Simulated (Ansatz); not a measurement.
Relaxation of trans-NiH2(NH3)2 (NiN₂H₈) with UKS B3LYP-D4/def2-SVP.

```sh
$ ansatz run in.yaml --threads 2 --pin off --events-out ev --progress --plain --max-ram 4352MiB
```

```yaml
crystal:
  periodic: [false, false, false]
  atoms:
    - {symbol: Ni, position_ang: [0.000753, -0.000012, -0.002956]}
    - {symbol: H, position_ang: [1.519919, 0.060407, 0.359628]}
    - {symbol: N, position_ang: [-0.022344, 1.920730, -0.013357]}
    - {symbol: H, position_ang: [-0.923263, 2.326148, -0.266841]}
    - {symbol: H, position_ang: [0.685649, 2.273329, -0.661070]}
    - {symbol: H, position_ang: [0.239048, 2.270624, 0.911244]}
    - {symbol: H, position_ang: [-1.520046, -0.060207, -0.358605]}
    - {symbol: N, position_ang: [0.023287, -1.920766, 0.009580]}
    - {symbol: H, position_ang: [-0.309681, -2.276630, -0.889074]}
    - {symbol: H, position_ang: [-0.633134, -2.267220, 0.712964]}
    - {symbol: H, position_ang: [0.939812, -2.326414, 0.198488]}
basis:
  gaussian: {orbitals: def2-SVP}
magnetization: {spin_polarized: true, initial_magnetization: 2}
hamiltonian: {xc: {name: B3LYP}, dispersion: d4}
scf: {omitted_lower_state_checks: [starts]}
output: {orbitals: {seedname: orbitals}}
relax: {f_tol: 0.02, max_steps: 100}
```

Hardware: 2 threads of Intel Xeon 6975P-C on a shared host. Wall time 72 s.

Positions (Å) and forces (eV/Å) at steps 1, 2, 3, 4, 5, 6, 7, 8, 10, 12, 13, 14, 15, 16, 17 of 17:

```xyz
11
step=1 energy=-44146.3048 eV
Ni    0.001    0.000   -0.003    0.005    0.000   -0.018
H     1.520    0.060    0.360    1.225    0.037    0.305
N    -0.022    1.921   -0.013   -0.030    1.785   -0.026
H    -0.923    2.326   -0.267   -0.113    0.147   -0.025
H     0.686    2.273   -0.661    0.064    0.129   -0.007
H     0.239    2.271    0.911    0.045    0.126    0.037
H    -1.520   -0.060   -0.359   -1.232   -0.038   -0.275
N     0.023   -1.921    0.010    0.034   -1.784    0.007
H    -0.310   -2.277   -0.889   -0.053   -0.131   -0.036
H    -0.633   -2.267    0.713   -0.057   -0.124    0.012
H     0.940   -2.326    0.198    0.113   -0.148    0.027
11
step=2 energy=-44146.6762 eV
Ni    0.001    0.000   -0.003    0.004    0.000   -0.015
H     1.588    0.059    0.383    0.401    0.020    0.113
N    -0.024    1.997   -0.016    0.008    1.075   -0.012
H    -0.925    2.412   -0.268   -0.008    0.016   -0.001
H     0.684    2.358   -0.661   -0.002    0.024    0.004
H     0.240    2.355    0.906   -0.001    0.018   -0.005
H    -1.591   -0.059   -0.368   -0.409   -0.020   -0.079
N     0.026   -1.997    0.008   -0.004   -1.075   -0.007
H    -0.309   -2.361   -0.888    0.000   -0.025    0.004
H    -0.632   -2.351    0.709    0.003   -0.017   -0.004
H     0.941   -2.412    0.198    0.008   -0.016    0.002
11
step=3 energy=-44146.8245 eV
Ni    0.001    0.000   -0.002    0.002    0.000   -0.008
H     1.623    0.068    0.417   -0.047   -0.019    0.014
N    -0.020    2.095   -0.022    0.016    0.387   -0.017
H    -0.921    2.508   -0.277    0.018   -0.031    0.004
H     0.689    2.459   -0.664   -0.024   -0.031   -0.002
H     0.239    2.456    0.900   -0.022   -0.047   -0.008
H    -1.638   -0.067   -0.354    0.036    0.018    0.034
N     0.025   -2.095    0.002   -0.007   -0.387   -0.023
H    -0.312   -2.462   -0.893    0.022    0.031    0.009
H    -0.629   -2.452    0.704    0.024    0.047    0.003
H     0.942   -2.509    0.188   -0.018    0.031   -0.004
11
step=4 energy=-44146.8683 eV
Ni    0.002    0.003   -0.008    0.007   -0.034   -0.026
H     1.570    0.049    0.561   -0.138    0.010    0.063
N    -0.011    2.155   -0.066    0.054   -0.025   -0.058
H    -0.908    2.559   -0.341   -0.003   -0.007   -0.003
H     0.716    2.528   -0.681   -0.004    0.026    0.006
H     0.213    2.488    0.875   -0.016   -0.037   -0.020
H    -1.655   -0.049   -0.201    0.095    0.001    0.118
N     0.036   -2.156   -0.042   -0.024    0.049   -0.076
H    -0.329   -2.533   -0.919    0.001   -0.026    0.008
H    -0.594   -2.483    0.694    0.025    0.037   -0.012
H     0.959   -2.560    0.127    0.004    0.007   -0.001
11
step=5 energy=-44146.9231 eV
Ni    0.007    0.004   -0.027   -0.048   -0.034    0.205
H     1.487    0.050    0.738   -0.246   -0.010   -0.017
N     0.004    2.184   -0.120    0.103   -0.259   -0.045
H    -0.892    2.578   -0.407   -0.017    0.037   -0.014
H     0.745    2.577   -0.704   -0.023    0.073    0.043
H     0.193    2.478    0.843   -0.024   -0.058   -0.125
H    -1.660   -0.042   -0.006    0.228    0.008    0.095
N     0.047   -2.188   -0.097   -0.081    0.299   -0.081
H    -0.345   -2.584   -0.954    0.002   -0.074    0.050
H    -0.562   -2.475    0.675    0.083    0.057   -0.107
H     0.975   -2.582    0.060    0.022   -0.038   -0.005
11
step=6 energy=-44146.9818 eV
Ni   -0.003    0.004    0.014   -0.077   -0.041    0.331
H     1.402    0.034    0.912   -0.284    0.002   -0.118
N     0.018    2.177   -0.178    0.155   -0.318    0.074
H    -0.874    2.567   -0.483   -0.014    0.053   -0.021
H     0.775    2.583   -0.734   -0.067    0.060    0.076
H     0.171    2.450    0.800   -0.032   -0.052   -0.243
H    -1.661   -0.029    0.188    0.306    0.006    0.022
N     0.061   -2.181   -0.156   -0.184    0.357    0.004
H    -0.359   -2.591   -0.994    0.026   -0.062    0.100
H    -0.524   -2.445    0.646    0.146    0.052   -0.213
H     0.993   -2.570   -0.016    0.025   -0.056   -0.013
11
step=7 energy=-44147.0439 eV
Ni   -0.035    0.000    0.148   -0.008    0.012    0.031
H     1.327    0.042    1.093   -0.275   -0.036   -0.096
N     0.036    2.122   -0.237    0.076   -0.132    0.214
H    -0.844    2.507   -0.584    0.044    0.026   -0.008
H     0.815    2.523   -0.768   -0.104   -0.024    0.084
H     0.147    2.418    0.742   -0.027   -0.018   -0.286
H    -1.676   -0.021    0.383    0.290    0.005    0.038
N     0.072   -2.128   -0.218   -0.181    0.162    0.178
H    -0.379   -2.535   -1.043    0.057    0.027    0.123
H    -0.475   -2.415    0.604    0.159    0.009   -0.249
H     1.012   -2.514   -0.120   -0.031   -0.030   -0.029
11
step=8 energy=-44147.0818 eV
Ni   -0.056    0.000    0.237    0.005    0.005   -0.033
H     1.197    0.014    1.242    0.069   -0.006    0.041
N     0.047    2.071   -0.263   -0.003   -0.023    0.004
H    -0.805    2.438   -0.692    0.018    0.011    0.019
H     0.850    2.423   -0.789    0.001    0.007    0.024
H     0.111    2.466    0.679   -0.021   -0.019   -0.058
H    -1.628   -0.009    0.574   -0.077    0.004    0.005
N     0.074   -2.073   -0.245    0.001    0.029    0.007
H    -0.401   -2.432   -1.077   -0.011   -0.006    0.022
H    -0.415   -2.457    0.568    0.045    0.010   -0.041
H     1.027   -2.441   -0.234   -0.026   -0.013    0.009
11
step=10 energy=-44147.0771 eV rejected
Ni   -0.053    0.000    0.223   -0.007    0.007    0.033
H     1.216    0.020    1.233   -0.031   -0.015   -0.024
N     0.052    2.058   -0.264    0.022    0.413    0.134
H    -0.711    2.429   -0.848    0.268   -0.094    0.200
H     0.946    2.435   -0.615   -0.359   -0.130    0.140
H    -0.081    2.442    0.687    0.060   -0.164   -0.480
H    -1.641   -0.007    0.551    0.037    0.005   -0.007
N     0.070   -2.061   -0.246   -0.066   -0.424    0.103
H    -0.569   -2.440   -0.963    0.262    0.135    0.294
H    -0.244   -2.442    0.663    0.164    0.165   -0.453
H     1.015   -2.434   -0.420   -0.349    0.103    0.059
11
step=12 energy=-44147.0877 eV rejected
Ni   -0.054    0.000    0.226   -0.001    0.009    0.009
H     1.216    0.013    1.231   -0.019   -0.011   -0.011
N     0.053    2.063   -0.262    0.017    0.197    0.024
H    -0.697    2.427   -0.861    0.154   -0.044    0.114
H     0.950    2.440   -0.595   -0.209   -0.078    0.072
H    -0.100    2.448    0.678    0.027   -0.075   -0.213
H    -1.641   -0.002    0.549    0.021    0.003   -0.001
N     0.068   -2.066   -0.246   -0.025   -0.206    0.019
H    -0.581   -2.446   -0.947    0.159    0.082    0.163
H    -0.222   -2.446    0.664    0.074    0.075   -0.209
H     1.008   -2.432   -0.438   -0.198    0.049    0.032
11
step=13 energy=-44147.0894 eV
Ni   -0.053   -0.002    0.222   -0.006    0.043    0.032
H     1.211    0.027    1.229    0.006   -0.033   -0.003
N     0.053    2.065   -0.258   -0.058   -0.066    0.021
H    -0.721    2.424   -0.819   -0.012    0.036   -0.022
H     0.928    2.431   -0.637    0.053    0.031   -0.019
H    -0.051    2.454    0.681   -0.001   -0.011   -0.004
H    -1.636   -0.009    0.551   -0.004    0.003   -0.006
N     0.068   -2.069   -0.246    0.027    0.073    0.049
H    -0.541   -2.441   -0.976   -0.036   -0.028   -0.040
H    -0.268   -2.445    0.643    0.000   -0.011    0.007
H     1.011   -2.432   -0.390    0.031   -0.039   -0.015
11
step=14 energy=-44147.0911 eV
Ni   -0.053   -0.001    0.223   -0.002    0.016    0.014
H     1.213    0.014    1.228   -0.001   -0.010   -0.001
N     0.052    2.065   -0.261   -0.012    0.013    0.011
H    -0.696    2.429   -0.857    0.041    0.003    0.022
H     0.945    2.435   -0.595   -0.041   -0.002    0.014
H    -0.098    2.448    0.676    0.007   -0.018   -0.056
H    -1.637   -0.005    0.548    0.000    0.000   -0.001
N     0.069   -2.067   -0.245    0.003   -0.011    0.020
H    -0.577   -2.441   -0.945    0.030    0.002    0.031
H    -0.224   -2.443    0.661    0.020    0.011   -0.054
H     1.005   -2.434   -0.434   -0.045   -0.005    0.001
11
step=15 energy=-44147.0916 eV
Ni   -0.054    0.001    0.225    0.000    0.001    0.002
H     1.213    0.009    1.230   -0.003   -0.002    0.000
N     0.053    2.065   -0.263    0.003    0.039    0.009
H    -0.679    2.429   -0.878    0.040   -0.005    0.030
H     0.954    2.439   -0.571   -0.052   -0.018    0.016
H    -0.124    2.447    0.670    0.006   -0.016   -0.055
H    -1.638   -0.003    0.550    0.002    0.003    0.001
N     0.069   -2.066   -0.245   -0.005   -0.039    0.007
H    -0.596   -2.444   -0.927    0.039    0.017    0.038
H    -0.197   -2.443    0.669    0.021    0.016   -0.054
H     0.999   -2.433   -0.461   -0.051    0.005    0.009
11
step=16 energy=-44147.0920 eV
Ni   -0.054    0.001    0.226    0.000    0.000    0.000
H     1.211    0.007    1.232   -0.001    0.001    0.000
N     0.052    2.064   -0.263    0.003    0.028    0.005
H    -0.669    2.430   -0.889    0.019   -0.006    0.016
H     0.957    2.440   -0.558   -0.026   -0.012    0.008
H    -0.138    2.448    0.666    0.003   -0.012   -0.030
H    -1.637   -0.001    0.553    0.001   -0.001    0.000
N     0.069   -2.066   -0.246   -0.005   -0.030    0.003
H    -0.604   -2.444   -0.917    0.020    0.013    0.020
H    -0.183   -2.444    0.671    0.011    0.012   -0.028
H     0.995   -2.434   -0.475   -0.026    0.007    0.006
11
step=17 energy=-44147.0921 eV
Ni   -0.054    0.001    0.227    0.000    0.000   -0.001
H     1.210    0.008    1.233    0.001   -0.001    0.001
N     0.053    2.064   -0.263   -0.005    0.008    0.000
H    -0.657    2.429   -0.901    0.005   -0.001    0.004
H     0.962    2.440   -0.542   -0.004   -0.004    0.003
H    -0.154    2.448    0.662    0.002   -0.004   -0.007
H    -1.637   -0.002    0.553   -0.001    0.000    0.000
N     0.068   -2.066   -0.246    0.003   -0.008    0.003
H    -0.616   -2.444   -0.905    0.003    0.004    0.004
H    -0.167   -2.443    0.674    0.002    0.004   -0.007
H     0.990   -2.434   -0.491   -0.006    0.001    0.001
```

The name describes the singlet; other states may take another shape. At B3LYP-D4/def2-SVP a singlet of charge 0 lies 0.51 eV below the triplet, each at its own geometry.
